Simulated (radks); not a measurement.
Li I, 3 electrons, occupied as [He] 2s1. All-electron calculation, scalar-relativistic Kohn-Sham, BLYP, spin-polarised, spherical densities, finite nucleus; open shells are filled with parallel spins first; Fermi nuclear charge, rms radius 2.444 fm. Program: a radial shooting solver on a logarithmic mesh with Libxc functionals.

Unscreened Slater integrals over Kohn-Sham orbitals (hartree). They are taken over the spin-up orbitals.

integral      value
F0(2s,2s)   0.24092
F0(2s,1s)   0.33762
G0(2s,1s)  0.019446
F0(1s,1s)    1.6352
